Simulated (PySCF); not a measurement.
**Working out the ionisation energy of Ge²⁺**

Ge²⁺ [Ar] 3d10 4s2 (1S) → Ge³⁺ [Ar] 3d10 4s1 (2S). Calculation: PySCF 2.14, in aug-cc-pwCVDZ-PP with ECP10MDF (6s5p4d1f, 48 functions); a scalar-relativistic core potential. Frozen: nothing. Energies in hartree (1 hartree = 27.21139 eV):

```tsv
part	Ge²⁺ (lower)	Ge³⁺ (upper)
UHF	-292.510115	-291.326577
CCSD correlation	-0.392656	-0.335181
(T)	-0.009173	-0.006672
```

Problem. What does Hartree-Fock give?

Solution. (-291.326577) − (-292.510115) = 1.183538 hartree = 32.206 eV.

Problem. What do CCSD and CCSD(T) give?

Solution. The CCSD correlation energies differ by 0.057475 hartree = 1.564 eV and the triples by 0.002501 hartree = 0.068 eV, so CCSD gives 33.770 eV and CCSD(T) 33.838 eV.

Measured between the centres of the two terms (NIST): 34.058 eV, so CCSD(T) (valence and next inner shell) is off by -0.220 eV.

A double-zeta basis recovers only part of the correlation energy.

What remains against the reference includes basis incompleteness and higher excitations.
